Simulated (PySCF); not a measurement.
Co²⁺: ionisation energy

Co²⁺ [Ar] 3d7 (4F) → Co³⁺ [Ar] 3d6 (5D), as a difference of total energies. Computed with PySCF 2.14 in aug-cc-pVDZ-DK, with the spin-free X2C one-electron Hamiltonian (Gaussian nucleus). Correlated levels: valence: [Ar] frozen. The calculations carry no spin-orbit coupling.

```tsv
method	ionisation energy (eV)	difference from reference (eV)
UHF	31.445	-2.055
LDA	34.394	+0.894
BP86	34.353	+0.853
MP2 (valence)	33.134	-0.366
SCS-MP2 (valence)	33.140	-0.360
```

Reference: 33.5 ± 0.06 eV (semi-empirical (NIST evaluation); NIST Atomic Spectra Database, ionization energies).

The reference lies between the lowest fine-structure levels, while these numbers refer to the centres of the terms.

Errors of the correlated levels include the incompleteness of this basis and the frozen core.
